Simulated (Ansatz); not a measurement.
Species: SnSe (charge 0, singlet). 
Coordinates optimised at B3LYP-D3(BJ)/def2-TZVP (Ansatz, a first-principles code):
```
Sn
Se 1 2.3464
```

Basis-set convergence of Hartree-Fock and MP2 correlation energies (hartree) with Ansatz. Correlated levels leave the core frozen unless marked. No spin-orbit coupling. Frozen are the shells of the preceding noble gas and the d and f shells that filled before the atom's block. In def2 rows, elements after Kr have scalar-relativistic effective core potentials.

The T1 diagnostic of CCSD in the largest basis is 0.028, which is high, so the coupled-cluster rows are less sure than usual.

| basis | functions | E(HF) | E(corr, MP2) |
|---|---|---|---|
| def2-SVP | 58 | -2612.94766 | -0.17896 |
| def2-TZVPP | 98 | -2613.25248 | -0.22320 |
| def2-QZVPP | 171 | -2613.30085 | -0.24261 |

Extrapolating the two largest sets (X = 3 and 4) as X^-3: E(corr) = (64·(-0.24261) - 27·(-0.22320))/37 = -0.2568 Eh, an estimate of the basis-set limit. The largest set recovers 94.5 % of it, the smallest 69.7 %.
